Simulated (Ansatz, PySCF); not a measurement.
Bond stretch in BH, singlet.

UHF/cc-pVTZ (PySCF); RHF/cc-pVTZ (PySCF); UKS-CAM-B3LYP = unrestricted CAM-B3LYP/cc-pVTZ run with PySCF; RKS-CAM-B3LYP = restricted CAM-B3LYP/cc-pVTZ (PySCF 2.14.0); UKS-r2SCAN = unrestricted r2SCAN/cc-pVTZ in PySCF 2.14.0; RKS-r2SCAN = restricted r2SCAN/cc-pVTZ in PySCF; UKS-PBE = unrestricted PBE/cc-pVTZ (Ansatz, an electronic-structure program); RKS-PBE = Ansatz with restricted PBE/cc-pVTZ; UKS-B3LYP/6-31G* = unrestricted B3LYP/6-31G*, spherical d (PySCF); RKS-B3LYP/6-31G* = restricted B3LYP/6-31G*, spherical d in PySCF; UKS-LDA (SVWN5)/6-31G* = unrestricted LDA (SVWN5)/6-31G*, spherical d (PySCF); RKS-LDA (SVWN5)/6-31G* = restricted LDA (SVWN5)/6-31G*, spherical d (PySCF 2.14.0).

Scanned distances (Å): 0.98, 1.05, 1.12, 1.17, 1.21, 1.24, 1.26, 1.32, 1.37, 1.45, 1.55, 1.66, 1.86, 2.07, 2.22, 2.49, 2.74, 3.05, 3.36, 3.77, 4.41, 5.02.

### Question
Where does the unrestricted solution first break spin symmetry (<S²> of 0.01 or more)?

### Answer
UHF: already at 0.98 Å; UKS-CAM-B3LYP: already at 0.98 Å; UKS-r2SCAN: already at 0.98 Å; UKS-PBE: already at 0.98 Å; UKS-B3LYP/6-31G*: already at 0.98 Å; UKS-LDA (SVWN5)/6-31G*: already at 0.98 Å.

```json
[
 {"R / Å": "0.98", "<S²> UHF": "0.53", "E(RHF) − E(UHF) / kJ/mol": "22.4", "<S²> UKS-CAM-B3LYP": "0.19", "E(RKS-CAM-B3LYP) − E(UKS-CAM-B3LYP) / kJ/mol": "1.8", "<S²> UKS-r2SCAN": "0.48", "E(RKS-r2SCAN) − E(UKS-r2SCAN) / kJ/mol": "16.1", "<S²> UKS-PBE": "0.30", "E(RKS-PBE) − E(UKS-PBE) / kJ/mol": "4.5", "<S²> UKS-B3LYP/6-31G*": "0.24", "E(RKS-B3LYP/6-31G*) − E(UKS-B3LYP/6-31G*) / kJ/mol": "3.0", "<S²> UKS-LDA (SVWN5)/6-31G*": "0.12", "E(RKS-LDA (SVWN5)/6-31G*) − E(UKS-LDA (SVWN5)/6-31G*) / kJ/mol": "0.6"},
 {"R / Å": "1.05", "<S²> UHF": "0.52", "E(RHF) − E(UHF) / kJ/mol": "21.0", "<S²> UKS-CAM-B3LYP": "0.16", "E(RKS-CAM-B3LYP) − E(UKS-CAM-B3LYP) / kJ/mol": "1.3", "<S²> UKS-r2SCAN": "0.46", "E(RKS-r2SCAN) − E(UKS-r2SCAN) / kJ/mol": "14.4", "<S²> UKS-PBE": "0.27", "E(RKS-PBE) − E(UKS-PBE) / kJ/mol": "3.5", "<S²> UKS-B3LYP/6-31G*": "0.20", "E(RKS-B3LYP/6-31G*) − E(UKS-B3LYP/6-31G*) / kJ/mol": "2.1", "<S²> UKS-LDA (SVWN5)/6-31G*": "0.07", "E(RKS-LDA (SVWN5)/6-31G*) − E(UKS-LDA (SVWN5)/6-31G*) / kJ/mol": "0.2"},
 {"R / Å": "1.12", "<S²> UHF": "0.50", "E(RHF) − E(UHF) / kJ/mol": "19.5", "<S²> UKS-CAM-B3LYP": "0.13", "E(RKS-CAM-B3LYP) − E(UKS-CAM-B3LYP) / kJ/mol": "0.9", "<S²> UKS-r2SCAN": "0.43", "E(RKS-r2SCAN) − E(UKS-r2SCAN) / kJ/mol": "12.7", "<S²> UKS-PBE": "0.23", "E(RKS-PBE) − E(UKS-PBE) / kJ/mol": "2.6", "<S²> UKS-B3LYP/6-31G*": "0.16", "E(RKS-B3LYP/6-31G*) − E(UKS-B3LYP/6-31G*) / kJ/mol": "1.4", "<S²> UKS-LDA (SVWN5)/6-31G*": "0.00", "E(RKS-LDA (SVWN5)/6-31G*) − E(UKS-LDA (SVWN5)/6-31G*) / kJ/mol": "0.0"},
 {"R / Å": "1.17", "<S²> UHF": "0.49", "E(RHF) − E(UHF) / kJ/mol": "18.4", "<S²> UKS-CAM-B3LYP": "0.11", "E(RKS-CAM-B3LYP) − E(UKS-CAM-B3LYP) / kJ/mol": "0.6", "<S²> UKS-r2SCAN": "0.42", "E(RKS-r2SCAN) − E(UKS-r2SCAN) / kJ/mol": "11.5", "<S²> UKS-PBE": "0.21", "E(RKS-PBE) − E(UKS-PBE) / kJ/mol": "2.0", "<S²> UKS-B3LYP/6-31G*": "0.14", "E(RKS-B3LYP/6-31G*) − E(UKS-B3LYP/6-31G*) / kJ/mol": "0.9", "<S²> UKS-LDA (SVWN5)/6-31G*": "0.00", "E(RKS-LDA (SVWN5)/6-31G*) − E(UKS-LDA (SVWN5)/6-31G*) / kJ/mol": "0.0"},
 {"R / Å": "1.21", "<S²> UHF": "0.48", "E(RHF) − E(UHF) / kJ/mol": "17.6", "<S²> UKS-CAM-B3LYP": "0.09", "E(RKS-CAM-B3LYP) − E(UKS-CAM-B3LYP) / kJ/mol": "0.4", "<S²> UKS-r2SCAN": "0.40", "E(RKS-r2SCAN) − E(UKS-r2SCAN) / kJ/mol": "10.5", "<S²> UKS-PBE": "0.18", "E(RKS-PBE) − E(UKS-PBE) / kJ/mol": "1.5", "<S²> UKS-B3LYP/6-31G*": "0.11", "E(RKS-B3LYP/6-31G*) − E(UKS-B3LYP/6-31G*) / kJ/mol": "0.7", "<S²> UKS-LDA (SVWN5)/6-31G*": "0.00", "E(RKS-LDA (SVWN5)/6-31G*) − E(UKS-LDA (SVWN5)/6-31G*) / kJ/mol": "0.0"},
 {"R / Å": "1.24", "<S²> UHF": "0.48", "E(RHF) − E(UHF) / kJ/mol": "17.0", "<S²> UKS-CAM-B3LYP": "0.08", "E(RKS-CAM-B3LYP) − E(UKS-CAM-B3LYP) / kJ/mol": "0.3", "<S²> UKS-r2SCAN": "0.39", "E(RKS-r2SCAN) − E(UKS-r2SCAN) / kJ/mol": "9.8", "<S²> UKS-PBE": "0.17", "E(RKS-PBE) − E(UKS-PBE) / kJ/mol": "1.2", "<S²> UKS-B3LYP/6-31G*": "0.10", "E(RKS-B3LYP/6-31G*) − E(UKS-B3LYP/6-31G*) / kJ/mol": "0.5", "<S²> UKS-LDA (SVWN5)/6-31G*": "0.00", "E(RKS-LDA (SVWN5)/6-31G*) − E(UKS-LDA (SVWN5)/6-31G*) / kJ/mol": "0.0"},
 {"R / Å": "1.26", "<S²> UHF": "0.47", "E(RHF) − E(UHF) / kJ/mol": "16.5", "<S²> UKS-CAM-B3LYP": "0.07", "E(RKS-CAM-B3LYP) − E(UKS-CAM-B3LYP) / kJ/mol": "0.2", "<S²> UKS-r2SCAN": "0.38", "E(RKS-r2SCAN) − E(UKS-r2SCAN) / kJ/mol": "9.4", "<S²> UKS-PBE": "0.15", "E(RKS-PBE) − E(UKS-PBE) / kJ/mol": "1.0", "<S²> UKS-B3LYP/6-31G*": "0.09", "E(RKS-B3LYP/6-31G*) − E(UKS-B3LYP/6-31G*) / kJ/mol": "0.4", "<S²> UKS-LDA (SVWN5)/6-31G*": "0.00", "E(RKS-LDA (SVWN5)/6-31G*) − E(UKS-LDA (SVWN5)/6-31G*) / kJ/mol": "0.0"},
 {"R / Å": "1.32", "<S²> UHF": "0.46", "E(RHF) − E(UHF) / kJ/mol": "15.3", "<S²> UKS-CAM-B3LYP": "0.04", "E(RKS-CAM-B3LYP) − E(UKS-CAM-B3LYP) / kJ/mol": "0.1", "<S²> UKS-r2SCAN": "0.36", "E(RKS-r2SCAN) − E(UKS-r2SCAN) / kJ/mol": "8.1", "<S²> UKS-PBE": "0.12", "E(RKS-PBE) − E(UKS-PBE) / kJ/mol": "0.6", "<S²> UKS-B3LYP/6-31G*": "0.05", "E(RKS-B3LYP/6-31G*) − E(UKS-B3LYP/6-31G*) / kJ/mol": "0.1", "<S²> UKS-LDA (SVWN5)/6-31G*": "0.00", "E(RKS-LDA (SVWN5)/6-31G*) − E(UKS-LDA (SVWN5)/6-31G*) / kJ/mol": "0.0"},
 {"R / Å": "1.37", "<S²> UHF": "0.44", "E(RHF) − E(UHF) / kJ/mol": "14.3", "<S²> UKS-CAM-B3LYP": "0.02", "E(RKS-CAM-B3LYP) − E(UKS-CAM-B3LYP) / kJ/mol": "0.0", "<S²> UKS-r2SCAN": "0.34", "E(RKS-r2SCAN) − E(UKS-r2SCAN) / kJ/mol": "7.0", "<S²> UKS-PBE": "0.09", "E(RKS-PBE) − E(UKS-PBE) / kJ/mol": "0.3", "<S²> UKS-B3LYP/6-31G*": "0.02", "E(RKS-B3LYP/6-31G*) − E(UKS-B3LYP/6-31G*) / kJ/mol": "0.0", "<S²> UKS-LDA (SVWN5)/6-31G*": "0.00", "E(RKS-LDA (SVWN5)/6-31G*) − E(UKS-LDA (SVWN5)/6-31G*) / kJ/mol": "0.0"},
 {"R / Å": "1.45", "<S²> UHF": "0.42", "E(RHF) − E(UHF) / kJ/mol": "12.7", "<S²> UKS-CAM-B3LYP": "0.00", "E(RKS-CAM-B3LYP) − E(UKS-CAM-B3LYP) / kJ/mol": "0.0", "<S²> UKS-r2SCAN": "0.31", "E(RKS-r2SCAN) − E(UKS-r2SCAN) / kJ/mol": "5.5", "<S²> UKS-PBE": "0.03", "E(RKS-PBE) − E(UKS-PBE) / kJ/mol": "0.0", "<S²> UKS-B3LYP/6-31G*": "0.00", "E(RKS-B3LYP/6-31G*) − E(UKS-B3LYP/6-31G*) / kJ/mol": "0.0", "<S²> UKS-LDA (SVWN5)/6-31G*": "0.00", "E(RKS-LDA (SVWN5)/6-31G*) − E(UKS-LDA (SVWN5)/6-31G*) / kJ/mol": "0.0"},
 {"R / Å": "1.55", "<S²> UHF": "0.39", "E(RHF) − E(UHF) / kJ/mol": "10.9", "<S²> UKS-CAM-B3LYP": "0.00", "E(RKS-CAM-B3LYP) − E(UKS-CAM-B3LYP) / kJ/mol": "0.0", "<S²> UKS-r2SCAN": "0.26", "E(RKS-r2SCAN) − E(UKS-r2SCAN) / kJ/mol": "3.9", "<S²> UKS-PBE": "0.00", "E(RKS-PBE) − E(UKS-PBE) / kJ/mol": "0.0", "<S²> UKS-B3LYP/6-31G*": "0.00", "E(RKS-B3LYP/6-31G*) − E(UKS-B3LYP/6-31G*) / kJ/mol": "0.0", "<S²> UKS-LDA (SVWN5)/6-31G*": "0.00", "E(RKS-LDA (SVWN5)/6-31G*) − E(UKS-LDA (SVWN5)/6-31G*) / kJ/mol": "0.0"},
 {"R / Å": "1.66", "<S²> UHF": "0.36", "E(RHF) − E(UHF) / kJ/mol": "9.1", "<S²> UKS-CAM-B3LYP": "0.00", "E(RKS-CAM-B3LYP) − E(UKS-CAM-B3LYP) / kJ/mol": "0.0", "<S²> UKS-r2SCAN": "0.22", "E(RKS-r2SCAN) − E(UKS-r2SCAN) / kJ/mol": "2.5", "<S²> UKS-PBE": "0.00", "E(RKS-PBE) − E(UKS-PBE) / kJ/mol": "0.0", "<S²> UKS-B3LYP/6-31G*": "0.00", "E(RKS-B3LYP/6-31G*) − E(UKS-B3LYP/6-31G*) / kJ/mol": "0.0", "<S²> UKS-LDA (SVWN5)/6-31G*": "0.00", "E(RKS-LDA (SVWN5)/6-31G*) − E(UKS-LDA (SVWN5)/6-31G*) / kJ/mol": "0.0"},
 {"R / Å": "1.86", "<S²> UHF": "0.35", "E(RHF) − E(UHF) / kJ/mol": "6.6", "<S²> UKS-CAM-B3LYP": "0.00", "E(RKS-CAM-B3LYP) − E(UKS-CAM-B3LYP) / kJ/mol": "0.0", "<S²> UKS-r2SCAN": "0.14", "E(RKS-r2SCAN) − E(UKS-r2SCAN) / kJ/mol": "0.9", "<S²> UKS-PBE": "0.00", "E(RKS-PBE) − E(UKS-PBE) / kJ/mol": "0.0", "<S²> UKS-B3LYP/6-31G*": "0.00", "E(RKS-B3LYP/6-31G*) − E(UKS-B3LYP/6-31G*) / kJ/mol": "0.0", "<S²> UKS-LDA (SVWN5)/6-31G*": "0.00", "E(RKS-LDA (SVWN5)/6-31G*) − E(UKS-LDA (SVWN5)/6-31G*) / kJ/mol": "0.0"},
 {"R / Å": "2.07", "<S²> UHF": "0.58", "E(RHF) − E(UHF) / kJ/mol": "26.8", "<S²> UKS-CAM-B3LYP": "0.00", "E(RKS-CAM-B3LYP) − E(UKS-CAM-B3LYP) / kJ/mol": "0.0", "<S²> UKS-r2SCAN": "0.09", "E(RKS-r2SCAN) − E(UKS-r2SCAN) / kJ/mol": "0.3", "<S²> UKS-PBE": "0.00", "E(RKS-PBE) − E(UKS-PBE) / kJ/mol": "0.0", "<S²> UKS-B3LYP/6-31G*": "0.00", "E(RKS-B3LYP/6-31G*) − E(UKS-B3LYP/6-31G*) / kJ/mol": "0.0", "<S²> UKS-LDA (SVWN5)/6-31G*": "0.00", "E(RKS-LDA (SVWN5)/6-31G*) − E(UKS-LDA (SVWN5)/6-31G*) / kJ/mol": "0.0"},
 {"R / Å": "2.22", "<S²> UHF": "0.68", "E(RHF) − E(UHF) / kJ/mol": "54.4", "<S²> UKS-CAM-B3LYP": "0.23", "E(RKS-CAM-B3LYP) − E(UKS-CAM-B3LYP) / kJ/mol": "3.6", "<S²> UKS-r2SCAN": "0.16", "E(RKS-r2SCAN) − E(UKS-r2SCAN) / kJ/mol": "0.8", "<S²> UKS-PBE": "0.00", "E(RKS-PBE) − E(UKS-PBE) / kJ/mol": "0.0", "<S²> UKS-B3LYP/6-31G*": "0.06", "E(RKS-B3LYP/6-31G*) − E(UKS-B3LYP/6-31G*) / kJ/mol": "0.2", "<S²> UKS-LDA (SVWN5)/6-31G*": "0.00", "E(RKS-LDA (SVWN5)/6-31G*) − E(UKS-LDA (SVWN5)/6-31G*) / kJ/mol": "0.0"},
 {"R / Å": "2.49", "<S²> UHF": "0.84", "E(RHF) − E(UHF) / kJ/mol": "110.8", "<S²> UKS-CAM-B3LYP": "0.56", "E(RKS-CAM-B3LYP) − E(UKS-CAM-B3LYP) / kJ/mol": "26.9", "<S²> UKS-r2SCAN": "0.54", "E(RKS-r2SCAN) − E(UKS-r2SCAN) / kJ/mol": "18.8", "<S²> UKS-PBE": "0.19", "E(RKS-PBE) − E(UKS-PBE) / kJ/mol": "1.2", "<S²> UKS-B3LYP/6-31G*": "0.45", "E(RKS-B3LYP/6-31G*) − E(UKS-B3LYP/6-31G*) / kJ/mol": "14.0", "<S²> UKS-LDA (SVWN5)/6-31G*": "0.00", "E(RKS-LDA (SVWN5)/6-31G*) − E(UKS-LDA (SVWN5)/6-31G*) / kJ/mol": "0.0"},
 {"R / Å": "2.74", "<S²> UHF": "0.92", "E(RHF) − E(UHF) / kJ/mol": "162.6", "<S²> UKS-CAM-B3LYP": "0.74", "E(RKS-CAM-B3LYP) − E(UKS-CAM-B3LYP) / kJ/mol": "56.4", "<S²> UKS-r2SCAN": "0.71", "E(RKS-r2SCAN) − E(UKS-r2SCAN) / kJ/mol": "41.8", "<S²> UKS-PBE": "0.53", "E(RKS-PBE) − E(UKS-PBE) / kJ/mol": "13.1", "<S²> UKS-B3LYP/6-31G*": "0.66", "E(RKS-B3LYP/6-31G*) − E(UKS-B3LYP/6-31G*) / kJ/mol": "36.4", "<S²> UKS-LDA (SVWN5)/6-31G*": "0.37", "E(RKS-LDA (SVWN5)/6-31G*) − E(UKS-LDA (SVWN5)/6-31G*) / kJ/mol": "5.3"},
 {"R / Å": "3.05", "<S²> UHF": "0.97", "E(RHF) − E(UHF) / kJ/mol": "220.9", "<S²> UKS-CAM-B3LYP": "0.87", "E(RKS-CAM-B3LYP) − E(UKS-CAM-B3LYP) / kJ/mol": "94.2", "<S²> UKS-r2SCAN": "0.82", "E(RKS-r2SCAN) − E(UKS-r2SCAN) / kJ/mol": "69.1", "<S²> UKS-PBE": "0.76", "E(RKS-PBE) − E(UKS-PBE) / kJ/mol": "34.2", "<S²> UKS-B3LYP/6-31G*": "0.81", "E(RKS-B3LYP/6-31G*) − E(UKS-B3LYP/6-31G*) / kJ/mol": "66.5", "<S²> UKS-LDA (SVWN5)/6-31G*": "0.65", "E(RKS-LDA (SVWN5)/6-31G*) − E(UKS-LDA (SVWN5)/6-31G*) / kJ/mol": "22.5"},
 {"R / Å": "3.36", "<S²> UHF": "0.99", "E(RHF) − E(UHF) / kJ/mol": "271.3", "<S²> UKS-CAM-B3LYP": "0.94", "E(RKS-CAM-B3LYP) − E(UKS-CAM-B3LYP) / kJ/mol": "129.2", "<S²> UKS-r2SCAN": "0.90", "E(RKS-r2SCAN) − E(UKS-r2SCAN) / kJ/mol": "92.7", "<S²> UKS-PBE": "0.89", "E(RKS-PBE) − E(UKS-PBE) / kJ/mol": "55.2", "<S²> UKS-B3LYP/6-31G*": "0.90", "E(RKS-B3LYP/6-31G*) − E(UKS-B3LYP/6-31G*) / kJ/mol": "94.5", "<S²> UKS-LDA (SVWN5)/6-31G*": "0.80", "E(RKS-LDA (SVWN5)/6-31G*) − E(UKS-LDA (SVWN5)/6-31G*) / kJ/mol": "41.7"},
 {"R / Å": "3.77", "<S²> UHF": "1.00", "E(RHF) − E(UHF) / kJ/mol": "326.3", "<S²> UKS-CAM-B3LYP": "0.98", "E(RKS-CAM-B3LYP) − E(UKS-CAM-B3LYP) / kJ/mol": "168.6", "<S²> UKS-r2SCAN": "0.95", "E(RKS-r2SCAN) − E(UKS-r2SCAN) / kJ/mol": "117.2", "<S²> UKS-PBE": "0.97", "E(RKS-PBE) − E(UKS-PBE) / kJ/mol": "78.8", "<S²> UKS-B3LYP/6-31G*": "0.97", "E(RKS-B3LYP/6-31G*) − E(UKS-B3LYP/6-31G*) / kJ/mol": "125.8", "<S²> UKS-LDA (SVWN5)/6-31G*": "0.90", "E(RKS-LDA (SVWN5)/6-31G*) − E(UKS-LDA (SVWN5)/6-31G*) / kJ/mol": "64.0"},
 {"R / Å": "4.41", "<S²> UHF": "1.01", "E(RHF) − E(UHF) / kJ/mol": "390.4", "<S²> UKS-CAM-B3LYP": "1.00", "E(RKS-CAM-B3LYP) − E(UKS-CAM-B3LYP) / kJ/mol": "214.1", "<S²> UKS-r2SCAN": "1.00", "E(RKS-r2SCAN) − E(UKS-r2SCAN) / kJ/mol": "142.4", "<S²> UKS-PBE": "1.00", "E(RKS-PBE) − E(UKS-PBE) / kJ/mol": "103.8", "<S²> UKS-B3LYP/6-31G*": "1.00", "E(RKS-B3LYP/6-31G*) − E(UKS-B3LYP/6-31G*) / kJ/mol": "159.7", "<S²> UKS-LDA (SVWN5)/6-31G*": "0.97", "E(RKS-LDA (SVWN5)/6-31G*) − E(UKS-LDA (SVWN5)/6-31G*) / kJ/mol": "87.9"},
 {"R / Å": "5.02", "<S²> UHF": "1.01", "E(RHF) − E(UHF) / kJ/mol": "432.8", "<S²> UKS-CAM-B3LYP": "1.00", "E(RKS-CAM-B3LYP) − E(UKS-CAM-B3LYP) / kJ/mol": "243.3", "<S²> UKS-r2SCAN": "1.01", "E(RKS-r2SCAN) − E(UKS-r2SCAN) / kJ/mol": "156.2", "<S²> UKS-PBE": "1.00", "E(RKS-PBE) − E(UKS-PBE) / kJ/mol": "117.0", "<S²> UKS-B3LYP/6-31G*": "1.00", "E(RKS-B3LYP/6-31G*) − E(UKS-B3LYP/6-31G*) / kJ/mol": "177.2", "<S²> UKS-LDA (SVWN5)/6-31G*": "1.00", "E(RKS-LDA (SVWN5)/6-31G*) − E(UKS-LDA (SVWN5)/6-31G*) / kJ/mol": "100.1"}
]
```
